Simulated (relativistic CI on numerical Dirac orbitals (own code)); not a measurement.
Hyperfine structure of V21+, mass number 50

Calculated at this level of theory: Dirac-Coulomb-Breit CI, KLI orbitals optimised for each configuration, QED by a radiative potential, unscaled Slater integrals (own radial code, finite nucleus).

Configurations in the expansion: 1s2, 1s 2s, 1s 2p, 1s 3s, 1s 3p, 1s 3d, 1s 4s, 1s 4p, 1s 4d, 1s 4f, 1s 5s, 1s 5p, 1s 5d, 1s 5f, 1s 5g, 1s 6s, 1s 6p, 1s 6d. Levels of other configurations are missing.

Nuclear spin I = 6, μ = 3.3442 μN, Q = 0.21 b (tables of Stone and Pyykkö). The electronic factors are computed for point nuclear moments, without core polarisation or the Bohr-Weisskopf and QED corrections.

```csv
Level,E (10³ cm⁻¹),A (GHz),B (GHz)
1s 2s 3S_1,41557.9,1000,-4.84e-05
1s 2p 3P°_1,41771.8,733.1,-4.03
1s 2p 3P°_2,41839.4,457,9.31
1s 2p 1P°_1,41975.3,-235.1,8.53
1s 3s 3S_1,49223.1,926.9,-3.48e-05
1s 3p 3P°_1,49282.4,724.1,-1.18
1s 3p 3P°_2,49302.5,451,2.8
1s 3d 3D_2,49332.5,444.1,0.5
```

Levels with J = 0, under 50 % of one LS term, or S terms without an open s electron are left out. Small factors come from cancelling terms and can be off by tens of per cent or more.

At this charge energies of transitions that change n are usually good to better than 1 %, and those within a shell (Δn = 0) to a few per cent.

(1) Give the hyperfine levels of 1s 2s 3S_1 relative to its centre of gravity.

Answers

(1) With K = F(F + 1) − I(I + 1) − J(J + 1), E = AK/2 + B[¾K(K + 1) − I(I + 1)J(J + 1)]/[2I(2I − 1)J(2J − 1)]: F = 5: -7000, F = 6: -1000, F = 7: 6000 GHz.

LS names give the leading component of a level, which can be under half, so a name can repeat, a term be missing and a line seem to break the LS rules.
